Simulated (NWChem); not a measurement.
# Correlation energy of C2H2F

```
C
C 1 1.3179
F 2 1.2982 1 130.66
H 1 1.0905 2 120.02 3 180.00
H 1 1.0970 4 119.30 2 180.00
```
Charge 0, spin multiplicity 2.

Program: NWChem. All single points use one geometry, from UPBE0/def2-SVP, a minimum by its harmonic frequencies.

Basis set: cc-pVDZ. Each correlation energy counts from its own Hartree-Fock reference.

The correlated methods keep 3 core orbitals frozen. The structure started from a generated list of species. The unpaired electrons of the parent sit in orbitals of symmetry a' (Cs labels of the run); other states weren't searched. The stability of the SCF solutions was not checked. Open-shell Hartree-Fock references start from PBE0 orbitals. Coupled-cluster values serve here as a point of comparison, not as the truth.

Order these methods by the correlation energy they give, lowest first: CCSD on ROHF, CCSD[T] on ROHF, CCSD(T) on ROHF.

CCSD[T] on ROHF (-466.9 mHa), CCSD(T) on ROHF (-465.6 mHa), CCSD on ROHF (-452.3 mHa)
